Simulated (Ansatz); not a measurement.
Basis-set extrapolation for BH₇O₂Si₂ (`O[SiH2]BO[SiH3]`) (PBE0-D4/def2-TZVP geometry, frozen core, Ansatz 0.2.0). Multiplicity 1, RHF reference.

```json
{"": "HF", "def2-TZVPP": "-756.567524", "def2-QZVPP": "-756.595059"}
{"": "MP2 correlation", "def2-TZVPP": "-0.819021", "def2-QZVPP": "-0.883057"}
{"": "CCSD(T) correlation", "def2-TZVPP": "-0.900834", "def2-QZVPP": "not run"}
```

Energies in hartree. Use E(X) = E(∞) + A·exp(−7.88·√X) for Hartree–Fock and E(X) = E(∞) + B·X^(−2.97) for correlation, with X = 3 and 4, and add CCSD(T) minus MP2 of the smaller set to the MP2 limit.

**Question.** What is the CCSD(T) energy at the basis-set limit?

**Answer.** HF limit: -756.595059 + (-0.027535) × 0.13774 = -756.59885. MP2 limit: -0.883057 + (-0.064036) × 0.74074 = -0.93049. Higher-order term: -0.900834 − (-0.819021) = -0.08181. Total: -757.61115 hartree, 3.89 eV below CCSD(T)/def2-TZVPP.
